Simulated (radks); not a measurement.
Kinetic energies: the exact non-interacting value of the Kohn-Sham orbitals and orbital-free approximations, in hartree. Species: Ba [Xe] 6s2; Lu2+ [Xe] 4f14 6s1; Al3+ [Ne]. Method: non-relativistic Kohn-Sham, r2SCAN, spin-polarised, spherical densities, point nucleus; meta-GGA in the generalised Kohn-Sham scheme; computed with a radial shooting solver on a logarithmic mesh with Libxc functionals. Every spin shell is full or empty, so the densities are truly spherical. Functionals are evaluated on that one density, not self-consistently.

| functional | Ba | Lu2+ | Al3+ |
|---|---|---|---|
| exact | 7883.62 | 13851.6 | 240.061 |
| Thomas-Fermi | 7478.0 | 13179 | 221.71 |
| von Weizsacker | 3159.0 | 5114.2 | 156.87 |
| TF + vW/9 | 7829.0 | 13747 | 239.14 |
| LC94 | 7887.2 | 13847 | 240.62 |
| APBEK | 7890.9 | 13851 | 240.91 |
| revAPBEK | 7904.1 | 13871 | 241.91 |
| Perdew 92 | 7829.7 | 13749 | 239.18 |
| Pearson | 7812.1 | 13724 | 235.82 |
| DePristo-Kress | 7873.3 | 13818 | 240.47 |
| Ernzerhof | 7849.4 | 13779 | 241.16 |
